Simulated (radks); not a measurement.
Values are calculated unless marked as measured or tabulated.
Ne I, 10 electrons, occupied as [He] 2s2 2p5 3s1 (not the ground configuration).

Level of theory: non-relativistic Kohn-Sham, PBE, spin-unpolarised, spherical densities, point nucleus (a radial shooting solver on a logarithmic mesh with Libxc functionals).

Energy parts (hartree):
| part | energy |
|---|---|
| total | -128.21992 |
| kinetic | 127.94012 |
| electron-nucleus | -305.54084 |
| Hartree | 61.30262 |
| exchange-correlation | -11.92181 |

Orbitals (lengths in bohr, moments of r in powers of bohr; <r^-3> diverges for s and p1/2; r(max) is where P^2 peaks; r(90%) holds 90 % of the orbital's charge):
| orbital | occ. | eigenvalue (hartree) | r(90%) | r(max) | <r^4> | <r^-3> |
|---|---|---|---|---|---|---|
| 1s | 2 | -31.04938 | 0.283 | 0.1029 | 0.002968 | - |
| 2s | 2 | -1.77209 | 1.38 | 0.6732 | 1.611 | - |
| 2p | 5 | -0.91953 | 1.53 | 0.6041 | 2.628 | 12.74 |
| 3s | 1 | -0.09652 | 6.73 | 3.531 | 868.8 | - |
| 3p | 0 | -0.02931 | 10.1 | 5.002 | 4558 | 0.2120 |

The highest occupied level is 3s at -2.627 eV. The electron density at the nucleus is 624.8 e/bohr^3.
